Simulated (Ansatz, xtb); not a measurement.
## Isomers of C4H8B2 in order of energy

8 gas-phase structures of C4H8B2, from a drawn sample of its isomers (lower ones may exist). Each was relaxed with GFN2-xTB:

A. `B/C=C/C(B)=C`, a singlet
B. `B[C@@H]1BC=CC1`, a singlet
C. a singlet given by its coordinates
D. `B1C=CBCC1`, a singlet
E. `BC(B)=CC=C`, a singlet
F. `B1C=CCBC1`, a singlet
G. `BC#CBCC`, a singlet
H. `BC1=CBCC1`, a singlet

C (Å):

```yaml
atoms:
  - { symbol: C, position_ang: [0.9614, -1.8979, -0.5762] }
  - { symbol: C, position_ang: [0.8472, -1.1277, 0.5370] }
  - { symbol: C, position_ang: [0.7596, 0.3141, 0.4934] }
  - { symbol: C, position_ang: [0.6388, 0.9655, 1.6614] }
  - { symbol: B, position_ang: [1.0007, -1.2664, -1.9456] }
  - { symbol: B, position_ang: [0.8163, 1.0669, -0.9019] }
  - { symbol: H, position_ang: [0.9132, -0.0666, -1.9484] }
  - { symbol: H, position_ang: [1.1052, -1.8316, -2.9611] }
  - { symbol: H, position_ang: [1.0179, -2.9712, -0.4267] }
  - { symbol: H, position_ang: [0.8175, -1.5861, 1.5223] }
  - { symbol: H, position_ang: [-0.1865, 1.5550, -1.2800] }
  - { symbol: H, position_ang: [1.8240, 1.6187, -1.1588] }
  - { symbol: H, position_ang: [0.6060, 0.4517, 2.6118] }
  - { symbol: H, position_ang: [0.5676, 2.0394, 1.7012] }
```

Close contacts (Å): C1–C2 1.36, C1–B5 1.51, C2–C3 1.45, C3–C4 1.34, C3–B6 1.59, C1–H9 1.09, C2–H10 1.09, C4–H13 1.08, C4–H14 1.08, B5–H7 1.20, B5–H8 1.17, B6–H7 1.55, B6–H11 1.18, B6–H12 1.18.

Q: Which do you expect lowest at r2SCAN-D4/def2-SVP, and how would the others follow?

A: Calculated order at r2SCAN-D4/def2-SVP: F (0.0), D (5.2), B (12.2), H (16.4), G (31.1), C (36.7), A (44.0), E (44.3) kcal/mol. Less than 1 kcal/mol parts A and E, so the order within that pair means little.

Energies above the lowest of each column, in kcal/mol; the last columns are at B3LYP/def2-SVP geometries and were run for some of them only (a dash: not run or not comparable):

| structure | GFN2-xTB | HF/STO-3G | r2SCAN-D4/def2-SVP | B3LYP/def2-SVP | CCSD(T)/def2-SVP + ΔMP2/def2-TZVPP |
| --- | --- | --- | --- | --- | --- |
| F | 2.3 | 0.0 | 0.0 | 0.0 | 0.0 |
| D | 6.0 | 1.1 | 5.2 | 3.8 | 4.0 |
| B | 0.0 | 11.5 | 12.2 | 11.8 | 10.1 |
| H | 0.2 | 10.5 | 16.4 | 14.7 | – |
| G | 18.6 | 32.9 | 31.1 | – | – |
| C | 22.2 | 69.9 | 36.7 | – | – |
| A | 24.9 | 62.7 | 44.0 | – | – |
| E | 23.1 | 65.5 | 44.3 | – | – |

CCSD(T)/def2-SVP + ΔMP2/def2-TZVPP puts F lowest of those it was run on; GFN2-xTB picks B. Flexible structures stand in one conformer each, not always the lowest. Frequencies (GFN2-xTB) were run for B, D, F alone. ΔMP2 is the change of the MP2 energy from the smaller to the larger basis.

Over these structures GFN2-xTB departs from r2SCAN-D4/def2-SVP by 6.6 kcal/mol on average once a common shift is removed. A GFN2-xTB relaxation took about 0.3 s and the r2SCAN-D4/def2-SVP energy about 3.3 s on a shared host (Ansatz 0.2.0, xtb 6.7.1).
